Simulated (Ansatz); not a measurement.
Basis-set series for C2H3F2Ga, SMILES `F/C=[C](/F)[GaH2]`. Total charge 0; spin multiplicity 1. The geometry is a stationary point of PBE0-D4/def2-TZVP.

```json
{"functional": "PBE0-D4", "basis": "def2-SVP", "functions": "103", "energy (Eh)": "-2201.50125", "HOMO (eV)": "-7.44", "LUMO (eV)": "-2.02"}
{"functional": "PBE0-D4", "basis": "def2-TZVPP", "functions": "214", "energy (Eh)": "-2202.07827", "HOMO (eV)": "-7.53", "LUMO (eV)": "-2.07"}
{"functional": "ωB97M-V", "basis": "def2-SVP", "functions": "103", "energy (Eh)": "-2201.84263", "HOMO (eV)": "-9.64", "LUMO (eV)": "-0.25"}
{"functional": "ωB97M-V", "basis": "def2-TZVPP", "functions": "214", "energy (Eh)": "-2202.42728", "HOMO (eV)": "-9.76", "LUMO (eV)": "-0.32"}
```

(1) Give the rows for def2-QZVPP. (Estimate.)

Answers

(1) Computed: 
```tsv
functional	basis	functions	energy (Eh)	HOMO (eV)	LUMO (eV)
PBE0-D4	def2-QZVPP	407	-2202.13643	-7.56	-2.10
ωB97M-V	def2-QZVPP	407	-2202.48340	-9.80	-0.43
```

Scalar relativity is left out up to krypton.
